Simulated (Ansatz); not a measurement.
CH6BNO2 (`OBNCO`), relaxed with RKS PBE0-D4/def2-TZVP in Ansatz from a PBE-D4/def2-SVP geometry. The force threshold is 0.005 eV/Å; the program also tests the step.

Charge 0, multiplicity 1.

Start:

```xyz
11

O    -0.073    0.186   -2.159
B    -0.353    1.052   -1.133
N    -0.383    0.677    0.243
C    -0.047   -0.598    0.792
O     1.315   -0.616    1.195
H     0.175   -0.704   -1.849
H    -0.611    2.203   -1.432
H    -0.495    1.419    0.936
H    -0.255   -1.377    0.011
H    -0.721   -0.833    1.653
H     1.449   -1.411    1.743
```

| step | energy (eV) | largest force (eV/Å) | largest move (Å) |
| --- | --- | --- | --- |
| 1 | -7392.0644 | 0.683 | 0.000 |
| 2 | -7392.1068 | 0.219 | 0.025 |
| 3 | -7392.1124 | 0.052 | 0.018 |
| 4 | -7392.1131 | 0.025 | 0.016 |
| 5 | -7392.1145 | 0.054 | 0.058 |
| 6 | -7392.1153 | 0.058 | 0.043 |
| 7 (rejected) | -7392.1083 | 0.299 | 0.197 |
| 8 | -7392.1161 | 0.088 | 0.099 |
| 9 | -7392.1168 | 0.172 | 0.098 |
| 10 | -7392.1170 | 0.159 | 0.035 |
| 11 | -7392.1204 | 0.069 | 0.076 |
| 12 | -7392.1238 | 0.135 | 0.125 |
| 13 | -7392.1249 | 0.279 | 0.121 |
| 14 | -7392.1286 | 0.188 | 0.041 |
| 15 | -7392.1323 | 0.082 | 0.028 |
| 16 | -7392.1334 | 0.297 | 0.076 |
| 17 | -7392.1350 | 0.077 | 0.036 |
| 18 | -7392.1354 | 0.015 | 0.017 |
| 19 | -7392.1354 | 0.015 | 0.019 |
| 20 (rejected) | -7392.1354 | 0.029 | 0.004 |
| 21 | -7392.1355 | 0.008 | 0.002 |
| 22 | -7392.1355 | 0.004 | 0.003 |

End:

```xyz
11

O     0.328    0.160   -1.945
B    -0.323    1.011   -1.105
N    -0.520    0.706    0.263
C    -0.171   -0.532    0.871
O     1.220   -0.771    0.677
H     0.806   -0.520   -1.455
H    -0.748    2.042   -1.543
H    -0.868    1.414    0.884
H    -0.737   -1.359    0.417
H    -0.412   -0.496    1.939
H     1.423   -1.655    0.997
```

Hardware: 4 threads of a server CPU on a shared host. Wall time 58 s, peak host memory 0.43 GiB.
